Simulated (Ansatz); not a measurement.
Reaction (ligand exchange at a Ti–C bond): `[CH3][Ti]12345678([Cl])([C@H]9[C@@H]1[C@@H]2[C@@H]3[C@H]94)[C@H]1[C@@H]5[C@@H]6[C@@H]7[C@H]18` + HCl → `[Cl][Ti]12345678([Cl])([C@H]9[C@@H]1[C@@H]2[C@@H]3[C@H]94)[C@H]1[C@@H]5[C@@H]6[C@@H]7[C@H]18` + CH₄

Isolated molecules relaxed with PBE0-D4/def2-TZVP in Ansatz; ΔE leaves out vibrations. CCSD(T)/CBS is the MP2 limit (def2-TZVPP, def2-QZVPP) plus CCSD(T) − MP2 in def2-TZVPP, frozen cores. This one scheme is used for every species. DFT in def2-TZVPP. HSE06 is defined as in plane-wave codes. For Ti outer-core shells are correlated without core-valence functions, which leaves a few kJ/mol of doubt a bond. Scalar relativity is left out up to krypton.

```csv
level,ΔE (kcal/mol)
r2SCANh-D4,-43.2
CAM-B3LYP-D4,-41.8
ωB97M-V,-40.5
r2SCANh,-43.4
HSE06,-42.3
RPA@PBE/def2-TZVPP,-39.4
MP2/def2-QZVPP,-44.2
HF/CBS(def2),-43.7
```

Task: What does CCSD(T)/CBS give? (An estimate is asked.)

Result: Computed: -41.4 kcal/mol. The listed levels differ from it by -1.8, -0.4, 0.9, -2.0, -0.9, 2.0, -2.8, -2.3 kcal/mol.

Largest T1 diagnostic among the species: 0.018.

From BLYP to BHLYP (50 % exact exchange), in def2-TZVPP and without D4, ΔE moves by +0.9 kcal/mol. Leaving LDA and LC-ωPBE aside and taking each functional with its dispersion term where it has one, the values, not all of them listed here, spread over 4.3 kcal/mol, from B2PLYP to ωB97M-V. LDA lies +1.1 kcal/mol from PBE without D4.

CCSD(T)/CBS has its own doubt, a few kJ/mol and more with outer-core shells, so smaller differences from it don't rank the levels.
